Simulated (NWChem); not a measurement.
System: C3H5ClSi; SMILES ClC=C=C[SiH3]

The following NWChem deck was run.

```
start job
memory heap 200 mb stack 900 mb global 1100 mb
geometry units angstroms noautosym nocenter noautoz
  Si     0.413006     2.505527    -0.085664
  C     -0.718581     1.132305     0.521249
  C     -0.686849    -0.078929     0.025420
  C     -0.635626    -1.274777    -0.505681
  Cl     0.396281    -2.533451     0.094852
  H      1.288941     1.977597    -1.169791
  H      1.246292     3.010973     1.047356
  H     -0.408095     3.643120    -0.602014
  H     -1.435170     1.347240     1.328160
  H     -1.247039    -1.564175    -1.364676
end
basis spherical
  * library def2-svp
end
dft
  xc pbe0
  iterations 150
end
cosmo
  do_cosmo_smd true
  solvent toluene
end
task dft energy
```

Output (shortened):

```
             Northwest Computational Chemistry Package (NWChem) 7.3.0
             --------------------------------------------------------

                             Geometry "geometry" -> ""
                             -------------------------

 Output coordinates in angstroms (scale by  1.889725989 to convert to a.u.)

  No.       Tag          Charge          X              Y              Z
 ---- ---------------- ---------- -------------- -------------- --------------
    1 Si                  14.0000     0.41300600     2.50552700    -0.08566400
    2 C                    6.0000    -0.71858100     1.13230500     0.52124900
    3 C                    6.0000    -0.68684900    -0.07892900     0.02542000
    4 C                    6.0000    -0.63562600    -1.27477700    -0.50568100
    5 Cl                  17.0000     0.39628100    -2.53345100     0.09485200
    6 H                    1.0000     1.28894100     1.97759700    -1.16979100
    7 H                    1.0000     1.24629200     3.01097300     1.04735600
    8 H                    1.0000    -0.40809500     3.64312000    -0.60201400
    9 H                    1.0000    -1.43517000     1.34724000     1.32816000
   10 H                    1.0000    -1.24703900    -1.56417500    -1.36467600

 Effective nuclear repulsion energy (a.u.)     227.8972760545

                                 NWChem DFT Module
                                 -----------------

 Summary of "ao basis" -> "ao basis" (spherical)
 ------------------------------------------------------------------------------
       Tag                 Description            Shells   Functions and Types
 ---------------- ------------------------------  ------  ---------------------
 Si                         def2-svp                 8       18   4s3p1d
 C                          def2-svp                 6       14   3s2p1d
 Cl                         def2-svp                 8       18   4s3p1d
 H                          def2-svp                 3        5   2s1p

 in cosmo_initialize ...
 calling solv_data for solv:toluene

 solvent parameters
 solvname_short: toluene
 solvname_long:  toluene
 dielec:        2.3741
 dielecinf:     2.2383
 nonaqueous SMD model solvent descriptors
 dielec:        2.3741
 sola:          0.0000
 solb:          0.1400
 solc:          0.8570
 solg:         40.2000
 solh:          0.0000
 soln:          1.4961

          ---------------
          -cosmo- solvent
          ---------------
 Cosmo: York-Karplus, doi: 10.1021/jp992097l
 dielectric constant -eps-     =   2.37
 screen = (eps-1)/(eps    )    =   0.57879
 surface charge correction     = lagrangian

   van der Waals surface
 --------------------------

[...]

                                COSMO-SMD solvation results
                                ---------------------------

             internal energy in gas <Psi(g)|H|Psi(g)> =      -866.206010852414
         internal energy in solvent <Psi(s)|H|Psi(s)> =      -866.205816314590
                               delta internal energy  =         0.000194537824 (    0.12 kcal/mol)
   total free energy in solvent <Psi(s)|H+V/2|Psi(s)> =      -866.208253426145
 polarization energy contribution <Psi(s)|V/2|Psi(s)> =        -0.002437111555 (   -1.53 kcal/mol)
    total free energy in solvent including G(SMD-CDS) =      -866.210691863751
                       G(SMD-CDS) energy contribution =        -0.002438437606 (   -1.53 kcal/mol)
     1 M fixed-concentration free energy of solvation =        -0.004681011337 (   -2.94 kcal/mol)

                       DFT Final Molecular Orbital Analysis
                       ------------------------------------

 Vector   25  Occ=2.000000D+00  E=-3.267838D-01
              MO Center=  2.6D-01, -2.4D+00,  5.2D-03, r^2= 1.6D+00
   Bfn.  Coefficient  Atom+Function         Bfn.  Coefficient  Atom+Function
  ----- ------------  ---------------      ----- ------------  ---------------
    73      0.453335   5 Cl pz               72      0.376452   5 Cl py
    70      0.338153   5 Cl pz               69      0.266086   5 Cl py
    71      0.237191   5 Cl px               67      0.195246   5 Cl pz
    68      0.182839   5 Cl px               99      0.159079  10 H  s
    66      0.154564   5 Cl py               65      0.105198   5 Cl px

 Vector   26  Occ=2.000000D+00  E=-3.022524D-01
              MO Center= -4.8D-01,  7.1D-01,  2.1D-01, r^2= 3.6D+00
   Bfn.  Coefficient  Atom+Function         Bfn.  Coefficient  Atom+Function
  ----- ------------  ---------------      ----- ------------  ---------------
    22      0.260776   2 C  px               24      0.258444   2 C  pz
    36      0.248479   3 C  px               38      0.247227   3 C  pz
    25      0.178601   2 C  px               27      0.171307   2 C  pz
    39      0.162346   3 C  px               72     -0.161118   5 Cl py
    84     -0.143181   7 H  s                89      0.143346   8 H  s

 Vector   27  Occ=2.000000D+00  E=-2.622953D-01
              MO Center= -3.1D-01, -8.9D-01, -4.1D-02, r^2= 3.7D+00
   Bfn.  Coefficient  Atom+Function         Bfn.  Coefficient  Atom+Function
  ----- ------------  ---------------      ----- ------------  ---------------
    71      0.302660   5 Cl px               73     -0.258094   5 Cl pz
    50     -0.254398   4 C  px               36     -0.236903   3 C  px
    52      0.216888   4 C  pz               68      0.202660   5 Cl px
    38      0.197625   3 C  pz               70     -0.172721   5 Cl pz
    39     -0.170258   3 C  px               53     -0.166670   4 C  px

 Vector   28  Occ=0.000000D+00  E=-3.513125D-02
              MO Center= -4.7D-01,  1.6D-01,  1.1D-01, r^2= 4.1D+00
   Bfn.  Coefficient  Atom+Function         Bfn.  Coefficient  Atom+Function
  ----- ------------  ---------------      ----- ------------  ---------------
    27      0.337584   2 C  pz               72      0.323180   5 Cl py
    25      0.310766   2 C  px               39     -0.294736   3 C  px
    38     -0.277298   3 C  pz               36     -0.271122   3 C  px
    41     -0.243004   3 C  pz               24      0.236860   2 C  pz
    22      0.234280   2 C  px               85     -0.232175   7 H  s

 Vector   29  Occ=0.000000D+00  E= 2.824484D-03
              MO Center= -5.6D-01, -1.2D-01, -4.8D-02, r^2= 4.2D+00
   Bfn.  Coefficient  Atom+Function         Bfn.  Coefficient  Atom+Function
  ----- ------------  ---------------      ----- ------------  ---------------
    53     -0.423758   4 C  px               39      0.407557   3 C  px
    95      0.389893   9 H  s                55      0.367089   4 C  pz
    41     -0.325750   3 C  pz               36      0.307454   3 C  px
     3     -0.293072   1 Si s                50     -0.289153   4 C  px
    38     -0.270758   3 C  pz               11      0.264221   1 Si px

 Vector   30  Occ=0.000000D+00  E= 4.412889D-02
              MO Center=  3.1D-01,  2.4D+00, -4.0D-02, r^2= 4.7D+00
   Bfn.  Coefficient  Atom+Function         Bfn.  Coefficient  Atom+Function
  ----- ------------  ---------------      ----- ------------  ---------------
    21      1.569824   2 C  s                12      1.031533   1 Si py
    11      0.859721   1 Si px               95     -0.537069   9 H  s
    85     -0.422616   7 H  s                13     -0.407172   1 Si pz
    90     -0.364651   8 H  s                26      0.340132   2 C  py
    80     -0.329373   6 H  s                 4     -0.279201   1 Si s

     Multipole analysis of the density
     ---------------------------------

     L   x y z        total         alpha         beta         nuclear
     -   - - -        -----         -----         ----         -------
     0   0 0 0     -0.000000    -27.000000    -27.000000     54.000000

     1   1 0 0     -0.412319      0.060808      0.060808     -0.533935
     1   0 1 0      0.508930      1.109509      1.109509     -1.710089
     1   0 0 1     -0.094530      0.048968      0.048968     -0.192467

     2   2 0 0    -32.835295    -52.854126    -52.854126     72.872957
     2   1 1 0      0.386112     -4.372202     -4.372202      9.130517
     2   1 0 1      0.110805      0.842865      0.842865     -1.574926
     2   0 2 0    -34.074883   -454.476662   -454.476662    874.878441
     2   0 1 1      1.688229     -4.294509     -4.294509     10.277247
     2   0 0 2    -32.483452    -33.879533    -33.879533     35.275615
```

Level: PBE0/def2-SVP, SMD on the gas-phase geometry. All runs use the structure optimised with PBE0/def2-SVP. Solvent: toluene.
